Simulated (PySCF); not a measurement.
**Computed properties of diindium oxide (In₂O), SMILES [In][O][In]**

diindium oxide (In2O), SMILES [In][O][In] (connectivity only; charge and spin as stated), neutral, multiplicity 1. Geometry optimised at B3LYP-D3(BJ)/def2-TZVP. The def2 effective core potentials stand for the cores of In; spin–orbit coupling is left out. One conformer was computed; it need not be the lowest. All values are computed for the isolated molecule unless a solvent is named; none is compared with measurement here.

**Structure.** The optimised structure has D∞h symmetry. All 4 harmonic modes at B3LYP-D3(BJ)/def2-TZVP (PySCF) are real, so it is a minimum. With heavy atoms numbered as in [In:1][O:2][In:3], the shortest bond between them is In1–O2 at 2.016 Å and the longest O2–In3 at 2.016 Å.

**Vibrations.** The strongest infrared lines (harmonic, unscaled, degenerate partners summed) lie at 734 cm⁻¹ (702 km/mol, O 93 %), 57 cm⁻¹ (13 km/mol, O 93 %). The softest mode is at 57 cm⁻¹ and the zero-point energy is 1.5 kcal/mol.

**Electronic structure.** PBE0/def2-TZVPD (PySCF) places the frontier levels at -5.88 and -1.11 eV, a gap of 4.77 eV, and gives a dipole moment of 0.00 D and a mean polarisability of 102.7 bohr³. PBE/def2-TZVPD (PySCF) at the same geometry gives -5.01 and -1.77 eV, so its gap is 1.53 eV narrower. An orbital gap is neither the optical nor the fundamental gap.

**Excitations.** TDA-CAM-B3LYP/def2-SVPD (PySCF) has S1 at 4.27 eV (290 nm, f = 0.485, bright); the most intense of the 10 singlets computed lies at 4.27 eV (f = 0.48). Strengths of degenerate partners are summed. T1 (TDA) is at 3.24 eV, 1.03 eV under S1. TDA-PBE/def2-SVPD (PySCF) puts S1 at 3.58 eV. No vertical singlet excitation falls in the visible range (under 3.1 eV).
